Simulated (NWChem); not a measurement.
System meant: dimethyl carbonate (C$_{3}$H$_{6}$O$_{3}$); SMILES COC(=O)OC

Here is an NWChem input.

```
start job
memory heap 200 mb stack 900 mb global 1100 mb
geometry units angstroms noautoz
  C     -2.315856    -0.001665    -0.019089
  O     -1.077779    -0.000858    -0.704061
  C      0.000000     0.000000     0.072178
  O      0.000000     0.000000     1.274533
  O      1.077779     0.000858    -0.704061
  C      2.315856     0.001665    -0.019089
  H     -2.417816     0.892261     0.614164
  H     -3.092661    -0.005370    -0.792603
  H     -2.414098    -0.892663     0.618844
  H      3.092661     0.005370    -0.792603
  H      2.417816    -0.892261     0.614164
  H      2.414098     0.892663     0.618844
end
basis spherical
  C library def2-svp
  O library def2-svp
  H library def2-svp
end
dft
  odft
  mult 2
  xc b3lyp
  iterations 150
  mulliken
end
task dft energy
```

End of the output:

```
 ==============================================================================
                                 internuclear angles
 ------------------------------------------------------------------------------
        center 1       |       center 2       |       center 3       |  degrees
 ------------------------------------------------------------------------------
    2 O                |   1 C                |   7 H                |   111.05
    2 O                |   1 C                |   8 H                |   106.17
    2 O                |   1 C                |   9 H                |   111.06
    7 H                |   1 C                |   8 H                |   110.07
    7 H                |   1 C                |   9 H                |   108.42
    8 H                |   1 C                |   9 H                |   110.07
    1 C                |   2 O                |   3 C                |   115.28
    2 O                |   3 C                |   4 O                |   125.76
    2 O                |   3 C                |   5 O                |   108.48
    4 O                |   3 C                |   5 O                |   125.76
    3 C                |   5 O                |   6 C                |   115.28
    5 O                |   6 C                |  10 H                |   106.17
    5 O                |   6 C                |  11 H                |   111.05
    5 O                |   6 C                |  12 H                |   111.06
   10 H                |   6 C                |  11 H                |   110.07
   10 H                |   6 C                |  12 H                |   110.07
   11 H                |   6 C                |  12 H                |   108.42
 ------------------------------------------------------------------------------
                            number of included internuclear angles:         17
 ==============================================================================

 Summary of "ao basis" -> "" (spherical)
 ------------------------------------------------------------------------------
       Tag                 Description            Shells   Functions and Types
 ---------------- ------------------------------  ------  ---------------------
 C                          def2-svp                 6       14   3s2p1d
 O                          def2-svp                 6       14   3s2p1d
 H                          def2-svp                 3        5   2s1p

                                 NWChem DFT Module
                                 -----------------

 Summary of "ao basis" -> "ao basis" (spherical)
 ------------------------------------------------------------------------------
       Tag                 Description            Shells   Functions and Types
 ---------------- ------------------------------  ------  ---------------------
 C                          def2-svp                 6       14   3s2p1d
 O                          def2-svp                 6       14   3s2p1d
 H                          def2-svp                 3        5   2s1p

      Symmetry analysis of basis
      --------------------------

        a          59
        b          55

  number of electrons :                   48
  multiplicity        :                    2
 ------------------------------------------------------------------------
  no. of electrons and multiplicity not compatible                  48
 ------------------------------------------------------------------------
 ------------------------------------------------------------------------
  current input line :
    29: task dft energy
 ------------------------------------------------------------------------
 ------------------------------------------------------------------------
 There is an error in the input file
 ------------------------------------------------------------------------
 For more information see the NWChem manual at https://nwchemgit.github.io

0: no. of electrons and multiplicity not compatible:Received an Error in Communication
```

Task: Find the fault in this run and fix the input.

Result: The input was rejected before any calculation. Cause: the multiplicity doesn't fit the number of electrons (an even count wants an odd multiplicity, and the reverse). This input runs:
```
start job
memory heap 200 mb stack 900 mb global 1100 mb
geometry units angstroms noautoz
  C     -2.315856    -0.001665    -0.019089
  O     -1.077779    -0.000858    -0.704061
  C      0.000000     0.000000     0.072178
  O      0.000000     0.000000     1.274533
  O      1.077779     0.000858    -0.704061
  C      2.315856     0.001665    -0.019089
  H     -2.417816     0.892261     0.614164
  H     -3.092661    -0.005370    -0.792603
  H     -2.414098    -0.892663     0.618844
  H      3.092661     0.005370    -0.792603
  H      2.417816    -0.892261     0.614164
  H      2.414098     0.892663     0.618844
end
basis spherical
  C library def2-svp
  O library def2-svp
  H library def2-svp
end
dft
  xc b3lyp
  iterations 150
  mulliken
end
task dft energy
```
It converges to -343.35380 Ha (B3LYP/def2-SVP).
